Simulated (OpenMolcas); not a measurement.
**Mo²⁺: terms and fine structure**

| Quantity | Value |
| --- | --- |
| Program | OpenMolcas |
| Method | SS-RASPT2, IPEA 0.25 Eh, imaginary shift 0.1 Eh (closed shells correlated: 4s 4p) |
| Basis | ANO-RCC-VTZP [7s6p4d2f1g] |
| Scalar Hamiltonian | DKH2, point nucleus |
| Active space | 4 electrons in 9 orbitals (RAS2 4d 5s; RAS3 5p, at most 2 electrons) |
| State averaging | 2S+1 = 5 even, 15 roots; 2S+1 = 3 even, 90 roots kept (CI in the orbitals of an earlier block); 2S+1 = 1 even, 90 roots kept (CI in the orbitals of an earlier block, 84 in the spin-orbit step); 2S+1 = 5 odd, 30 roots (21 in the spin-orbit step); 2S+1 = 3 odd, 84 roots kept (CI in the orbitals of an earlier block, 5 in the spin-orbit step); 2S+1 = 1 odd, 89 roots kept (CI in the orbitals of an earlier block, 0 in the spin-orbit step) |
| Spin-orbit coupling | state interaction with AMFI integrals over the reference wave functions, term energies averaged over their components |

With spin-orbit coupling, above the lowest level:

| Configuration | Term | J | E (cm⁻¹) | Measured (cm⁻¹) | g | Term weight % | Second |
| --- | --- | --- | --- | --- | --- | --- | --- |
| 4d⁴ | ⁵D | 0 | 0.0 | 0.0 |  | 98 |  |
| 4d⁴ | ⁵D | 1 | 251 | 242 | 1.501 | 99 |  |
| 4d⁴ | ⁵D | 2 | 694 | 668 | 1.500 | 99 |  |
| 4d⁴ | ⁵D | 3 | 1269 | 1224 | 1.499 | 99 |  |
| 4d⁴ | ⁵D | 4 | 1937 | 1872 | 1.499 | 99 |  |
| 4d⁴ | ³P(1) | 0 | 11940 | 11149 |  | 95 | 3 ¹S |
| 4d⁴ | ³P(1) | 1 | 13230 | 12510 | 1.494 | 98 |  |
| 4d⁴ | ³H | 4 | 13870 | 12680 | 0.853 | 83 | 8 ³G |
| 4d⁴ | ³H | 5 | 14490 | 13276 | 1.044 | 93 | 7 ³G |
| 4d⁴ | ³F(1) | 2 | 14960 | 13929 | 0.677 | 97 |  |
| 4d⁴ | ³F(1) | 3 | 15000 | 13948 | 1.021 | 80 | 19 ³G |
| 4d⁴ | ³H | 6 | 15040 | 13811 | 1.164 | 98 |  |
| 4d⁴ | ³P(1) | 2 | 15160 | 14358 | 1.489 | 97 | 2 ³D |
| 4d⁴ | ³F(1) | 4 | 15360 | 14296 | 1.178 | 78 | 12 ³H |
| 4d⁴ | ³G | 3 | 17110 | 15871 | 0.815 | 80 | 19 ³F(1) |
| 4d⁴ | ³G | 4 | 17560 | 16283 | 1.065 | 82 | 11 ³F(1) |
| 4d⁴ | ³G | 5 | 17990 | 16714 | 1.189 | 93 | 7 ³H |
| 4d⁴ | ³D | 3 | 20720 | 19488 | 1.330 | 98 |  |
| 4d⁴ | ³D | 2 | 20820 | 19577 | 1.160 | 91 | 6 ¹D(1) |
| 4d⁴ | ³D | 1 | 21150 |  | 0.507 | 99 |  |
| 4d⁴ | ¹I | 6 | 21560 | 20290 | 1.003 | 98 |  |
| 4d⁴ | ¹G(1) | 4 | 22280 | 20612 | 1.006 | 92 | 4 ³F(1) |
| 4d⁴ | ¹S | 0 | 24390 | 22990 |  | 97 | 3 ³P(1) |
| 4d⁴ | ¹D(1) | 2 | 24720 | 22806 | 1.011 | 91 | 6 ³D |
| 4d⁴ | ¹F | 3 | 28540 |  | 1.004 | 97 |  |
| 4d⁴ | ³P(2) | 2 | 33050 |  | 1.496 | 99 |  |
| 4d³ 5s | ⁵F | 1 | 34230 | 32419 | 0.180 | 87 | 12 4d⁴ ³P(2) |
| 4d⁴ | ³P(2) | 1 | 34280 |  | 1.322 | 88 | 12 4d³ 5s ⁵F |
| 4d⁴ | ³F(2) | 2 | 34360 |  | 0.743 | 77 | 22 4d³ 5s ⁵F |
| 4d⁴ | ³F(2) | 4 | 34670 |  | 1.245 | 96 | 2 ¹G(2) |
| 4d⁴ | ³F(2) | 3 | 34680 |  | 1.099 | 88 | 10 4d³ 5s ⁵F |
| 4d³ 5s | ⁵F | 2 | 34710 | 32843 | 0.926 | 77 | 22 4d⁴ ³F(2) |
| 4d⁴ | ³P(2) | 0 | 35010 |  |  | 99 |  |
| 4d³ 5s | ⁵F | 3 | 35270 | 33452 | 1.234 | 90 | 10 4d⁴ ³F(2) |
| 4d³ 5s | ⁵F | 4 | 35970 | 34225 | 1.348 | 98 |  |
| 4d³ 5s | ⁵F | 5 | 36820 | 35129 | 1.399 | 99 |  |
| 4d⁴ | ¹G(2) | 4 | 38620 | 36164 | 1.006 | 97 | 2 ³F(2) |
| 4d³ 5s | ³F(1) | 2 | 42940 |  | 0.673 | 98 |  |
| 4d³ 5s | ³F(1) | 3 | 43720 | 43562 | 1.082 | 98 |  |
| 4d³ 5s | ⁵P | 1 | 44490 | 42405 | 2.478 | 98 | 2 ³P(1) |

Against the 30 measured excited levels shown (Sugar and Musgrove, J. Phys. Chem. Ref. Data 17, 155 (1988)) the mean absolute deviation is 1200 cm-1; the largest miss in energy is 4d⁴ ¹G₄(2): computed 38620, measured 36164 cm⁻¹ (+6.8 %), and the largest in proportion 4d⁴ ³H₄ (+9.4 %).

Spin-orbit coupling puts the lowest level 1350 cm⁻¹ below the lowest spin-free term.

For ⁵D the intervals divided by the larger J are 251.3, 221.3, 191.6, 167.0 cm-1. Landé's interval rule makes them equal in pure LS coupling; they differ by 41 % of their mean. The multiplet is regular.

Term energies are means over components that CASPT2 splits; among the terms shown or strongly mixed into the levels shown the widest spread is 530 cm-1 (4d³ 5s ³F(1)). Some high roots are left out of the spin-orbit mixing, which shifts the levels that they would mix with. Terms from blocks run as CI alone lack orbitals of their own. Configurations are named by rounded mean occupations; where the s occupation lies near a half they are strongly mixed, a name can repeat and a true partner stay unpaired. A single d shell beside an s shell can misplace configurations of different d count against each other. Computed and measured levels are paired by configuration, term and J; levels that our copy of the source lacks, or whose pairing is in doubt (as where it misses far off the trend of its configuration), stay unpaired and out of the deviations. Levels of configurations outside the active space are missing. The first state left out of the spin-orbit step lies near 79000 cm-1 above the lowest spin-free state of the reference (among the parities and spins computed), and the list stops at four fifths of that energy or lower. The table shows the lowest 40 of 66 levels.

The term weight is that of the spin-free term in the level, not the purity of its configuration. A number in round brackets counts repeated terms of one configuration in the order of the reference energies.
